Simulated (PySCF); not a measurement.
Compound: C₅H₈OS₂.
Numbering: `[CH3:1][S@@:2](=[O:3])[C:4]1=[CH:5][CH2:6][CH2:7][S:8]1` (hydrogens: H9, H10, H11 on C1; H12 on C5; H13, H14 on C6; H15, H16 on C7)

Computed with PBE0-D3(BJ)/def2-SVP geometry optimisation, gas phase in PySCF 2.14.0.

Q: Give the optimised bond lengths and angles.

A: 
| bond | length (bohr) | order |
| --- | --- | --- |
| C1–S2 | 3.435 | single |
| S2=O3 | 2.834 | double |
| S2–C4 | 3.388 | single |
| C4=C5 | 2.527 | double |
| C5–C6 | 2.838 | single |
| C6–C7 | 2.892 | single |
| C7–S8 | 3.474 | single |
| C4–S8 | 3.333 | single |
| C1–H9, C1–H10, C1–H11 | 2.076 | single |
| C5–H12 | 2.064 | single |
| C6–H13 | 2.081 | single |
| C6–H14 | 2.092 | single |
| C7–H15 | 2.076 | single |
| C7–H16 | 2.081 | single |

Bonds in one row agree within 0.02 bohr and their mean is given. Orders are formal, as drawn. A selection of angles:
| angle | degrees |
| --- | --- |
| C1–S2–O3 | 106.2 |
| C1–S2–C4 | 96.0 |
| O3–S2–C4 | 106.0 |
| S2–C4–C5 | 121.1 |
| S2–C4–S8 | 122.8 |
| C5–C4–S8 | 116.0 |
| C4–C5–C6 | 113.2 |
| C5–C6–C7 | 106.5 |
| C6–C7–S8 | 106.9 |
| C4–S8–C7 | 89.2 |

Torsions: C1–S2–C4–C5 -119° (anticlinal); S2–C4–C5–C6 180° (antiperiplanar); C4–C5–C6–C7 22° (synperiplanar); C5–C6–C7–S8 -29° (synperiplanar); C6–C7–S8–C4 24° (synperiplanar); S2–C4–S8–C7 163° (antiperiplanar).

The 4 C–S bonds span 1.764 Å (C4–S8, drawn single) to 1.838 Å (C7–S8, drawn single), a spread of 0.074 Å. The 5-membered ring C4–C5–C6–C7–S8 has internal angles of 89.2° to 116.0°; it is puckered, 0.14 Å rms from its mean plane, widest ring torsion 29°. S2 (sulfinyl sulfur) is pyramidal (angles 106.2°, 106.0° and 96.0°, sum 308.2°, 0.72 Å off the plane of its three neighbours). The C–C distances run from 1.337 Å (C4=C5, drawn double) to 1.531 Å (C6–C7, drawn single), a spread of 0.194 Å. Of the pairs four or more bonds apart, O3···H12 is among the closest relative to their van der Waals radii: 2.50 Å, 92 % of the sum of Bondi's values.

Point group: C1 (no symmetry element, even within 0.4 Å). Whether it is a minimum is left open (no frequencies). One conformer, not necessarily the lowest.
